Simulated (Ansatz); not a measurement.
`N[SiH](O)[SnH3]` + CH₃SH → `CS[SiH](N)O` + `[SnH4]`  (cleavage of the Si–Sn bond)

Calculated with Ansatz (gas phase, PBE0-D4/def2-TZVP geometries, no zero-point term in ΔE). CBS: MP2 limit from def2 TZ/QZ plus the TZ coupled-cluster correction, frozen cores. This one scheme is used for every species. Functionals use def2-TZVPP. B3LYP here is the variant with VWN-RPA as its local correlation; programs differ in this. Elements past krypton have def2 core potentials. For Sn outer-core shells are correlated without core-valence functions, which leaves a few kJ/mol of doubt a bond. One conformer a species, not always the lowest.

`N[SiH](O)[SnH3]`:

Z-matrix (Å, degrees):
```
Si
O 1 1.655
Sn 1 2.572 2 109.8
N 1 1.704 2 111.5 3 -119.7
H 1 1.489 2 109.6 3 122.9
H 2 0.959 1 117.8 3 -52.2
H 3 1.714 1 111.6 2 36.2
H 3 1.709 1 112.4 2 156.7
H 3 1.712 1 111.0 2 -83.0
H 4 1.007 1 120.5 2 -78.8
H 4 1.007 1 121.2 2 69.9
```

CH₃SH:

Z-matrix (Å, degrees):
```
C
S 1 1.806
H 1 1.089 2 111.5
H 1 1.089 2 111.5 3 -123.8
H 1 1.090 2 106.2 3 118.1
H 2 1.342 1 97.1 3 61.9
```

`CS[SiH](N)O`:

```xyz
12

C     1.525    1.445   -0.812
S     1.046   -0.291   -1.056
Si   -0.384   -0.543    0.487
N    -1.264   -1.980    0.240
O    -1.309    0.816    0.424
H     2.037    1.579    0.141
H     2.210    1.698   -1.620
H     0.651    2.091   -0.859
H     0.229   -0.678    1.835
H    -1.080   -2.792    0.806
H    -1.648   -2.223   -0.659
H    -2.013    0.878    1.072
```

`[SnH4]`:

Z-matrix (Å, degrees):
```
Sn
H 1 1.704
H 1 1.704 2 109.5
H 1 1.704 2 109.5 3 -120.0
H 1 1.704 2 109.5 3 120.0
```

| level | ΔE (kJ/mol) | difference from CCSD(T)/CBS |
| --- | --- | --- |
| PBE-D4 | -47.3 | 3.7 |
| r2SCAN-D4 | -56.1 | -5.1 |
| PBE0-D4 | -51.2 | -0.2 |
| B3LYP-D4 | -52.2 | -1.2 |
| ωB97X-V | -55.5 | -4.5 |
| ωB97M-V | -56.8 | -5.8 |
| B2PLYP | -52.8 | -1.8 |
| PBE | -44.6 | 6.4 |
| r2SCAN | -55.4 | -4.4 |
| PBE0 | -49.0 | 2.0 |
| B3LYP | -47.9 | 3.1 |
| HF/def2-TZVPP | -59.1 | -8.1 |
| MP2/def2-TZVPP | -58.0 | -7.0 |
| SCS-MP2/def2-TZVPP | -56.7 | -5.7 |
| CCSD/def2-TZVPP | -54.0 | -3.0 |
| CCSD(T)/def2-TZVPP | -54.9 | -3.9 |
| HF/def2-QZVPP | -58.8 | -7.8 |
| MP2/def2-QZVPP | -55.6 | -4.6 |
| SCS-MP2/def2-QZVPP | -54.8 | -3.8 |
| HF/CBS(def2) | -58.7 | -7.7 |
| MP2/CBS(def2) | -54.1 | -3.1 |
| CCSD/CBS(def2) | -50.1 | 0.9 |
| CCSD(T)/CBS | -51.0 | 0 |

Largest T1 diagnostic among the species: 0.013.

From PBE to PBE0 (25 % exact exchange), in def2-TZVPP and without D4, ΔE moves by −4.5 kJ/mol. The D4 term adds −4.3 kJ/mol with B3LYP and −2.2 kJ/mol with PBE0; it sums over pairs of atoms, weighted by their polarisabilities, and B3LYP, whose exchange is more repulsive, gets the larger term.
